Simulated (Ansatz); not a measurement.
Energy needed to pull apart SnH2SO, singlet, into free ground-state atoms, from the structure below (displaced at random from a GFN2-xTB minimum); no zero-point or spin–orbit terms; open-shell atoms are treated unrestricted, in their ground-state multiplicity.

O1  (0.151, -0.589, 1.452)
S2  (1.203, -1.166, 0.690)
Sn3  (0.150, 0.204, -1.052)
H4  (-1.549, -0.344, -0.830)
H5  (0.082, 1.839, -0.155)
(Å)

Computed with Ansatz 0.2.0 (basis: def2-TZVPP); correlated methods freeze the cores. Filled d shells of the heavier atoms are correlated. Core potentials replace the inner electrons of the atoms past krypton. The def2 sets are not built for correlating such inner shells, so the correlated values are less sure here.

| method | atomization energy (eV) |
| --- | --- |
| PBE0-D4 | ? |
| HF | 4.06 |
| MP2 | 10.13 |
| CCSD | ? |
| CCSD(T) | 9.93 |

What does CCSD give? (An estimate is asked for; the value comes from the calculation.)

The calculation gives: 9.34 eV, which is about 0.59 eV less than CCSD(T)/def2-TZVPP.

What does PBE0-D4 give? (An estimate is asked for; the value comes from the calculation.)

The calculation gives: 10.36 eV, which is about 0.43 eV more than CCSD(T)/def2-TZVPP.

In triple zeta the MP2 and coupled-cluster atomization energies are still short of their basis limit by a few kcal/mol a bond, whereas those of the functionals are nearly converged, so these differences are not deviations from converged CCSD(T).

No T1 diagnostic of these runs exceeds 0.020. The restricted Hartree–Fock reference is unstable towards an unrestricted one here.

For scale, one of the runs: CCSD(T)/def2-TZVPP forces, 151 basis functions (an equivalent command: `ansatz run in.yaml --threads 4`). Time: 7.1 min of wall clock on 4 CPU threads; the host was shared. Peak host memory: 3 GiB.
